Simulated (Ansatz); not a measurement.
Energy profile

The step: BH₂Cl ([BH2][Cl]) + HBr → BH₂Br ([BH2][Br]) + HCl; bonds formed: B1–Br6, Cl2–H5; bonds broken: B1–Cl2, H5–Br6 (atoms numbered as in the saddle structure below).

```xyz
6
angstrom
B -0.4883 -0.2720 -0.2726
Cl 1.2738 0.1611 -1.0070
H -0.5985 -1.4480 -0.1576
H -1.3108 0.4325 -0.7579
H 1.1524 0.5983 0.5067
Br -0.0286 0.5281 1.6886
```

Electronic energies by CCSD(T) at an estimated basis limit (MP2 extrapolated from triple and quadruple zeta, plus CCSD(T) − MP2 in triple zeta), on PBE0-D4/def2-TZVP structures; BH₃BrCl, closed shell; no counterpoise correction. Program: Ansatz 0.2.0. Basis: def2-TZVPP and def2-QZVPP. Cores are frozen in the correlated methods. Filled d shells of the heavier atoms are correlated. The def2 sets are not built for correlating such inner shells, so the correlated values are less sure here. Extrapolation: Hartree–Fock as exp(−7.88 √X), correlation as X^−2.97.

Problem. Give the profile in eV, counted from the separated reactants. (Judge from chemistry; the value comes from the calculation.)

Solution. The calculation gives:
```tsv
point	eV
separated: BH₂Cl (linked as [BH2][Cl]; B1, Cl2, H3, H4; singlet) + HBr (H5, Br6; singlet)	0.000
start structure	-0.101
saddle	0.579
end structure	-0.025
separated: BH₂Br (linked as [BH2][Br]; B1, H3, H4, Br6; singlet) + HCl (Cl2, H5; singlet)	0.063
```

T1 diagnostic: at most 0.012. The start structure is not quite a true minimum (one mode of 29i cm⁻¹).

For scale, one of the runs: CCSD(T)/def2-TZVPP, 163 basis functions, launched by `ansatz run in.yaml --threads 2 --pin off --events-out ev --progress --plain --max-ram 4352MiB`. The run took 120 s on 2 CPU threads (shared host), with 1.3 GiB of host memory at its peak.
